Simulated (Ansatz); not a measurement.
`S[Si](S)(S)S`. Total charge 0; spin multiplicity 1. Geometry: relaxed with PBE0-D4/def2-TZVP. It is one conformer, not always the lowest.

```xyz
9

S     1.006   -1.766   -0.624
Si    0.000    0.000    0.000
S     1.159    1.637   -0.706
S    -0.205   -0.136    2.112
S    -1.959    0.267   -0.781
H     0.146   -2.591    0.002
H     2.303    1.183   -0.163
H    -0.913    1.004    2.211
H    -1.537    0.403   -2.051
```

Q: What is the dipole moment at PBE/def2-TZVPP? (An estimate is asked.)

A: Computed: 0.00 D, zero by symmetry or nearly so.

Q: Give the Mulliken charges with PBE, r2SCAN, B3LYP in def2-TZVPP. (An estimate is asked.)

A: Computed: 
```json
{"atom": "S1", "PBE": "-0.23", "r2SCAN": "-0.25", "B3LYP": "-0.24"}
{"atom": "Si2", "PBE": "0.42", "r2SCAN": "0.54", "B3LYP": "0.51"}
{"atom": "S3", "PBE": "-0.23", "r2SCAN": "-0.25", "B3LYP": "-0.24"}
{"atom": "S4", "PBE": "-0.23", "r2SCAN": "-0.25", "B3LYP": "-0.24"}
{"atom": "S5", "PBE": "-0.23", "r2SCAN": "-0.25", "B3LYP": "-0.24"}
{"atom": "H6", "PBE": "0.13", "r2SCAN": "0.12", "B3LYP": "0.12"}
{"atom": "H7", "PBE": "0.13", "r2SCAN": "0.12", "B3LYP": "0.12"}
{"atom": "H8", "PBE": "0.13", "r2SCAN": "0.12", "B3LYP": "0.12"}
{"atom": "H9", "PBE": "0.13", "r2SCAN": "0.12", "B3LYP": "0.12"}
```

B3LYP here is the variant with VWN-RPA as its local correlation; programs differ in this.
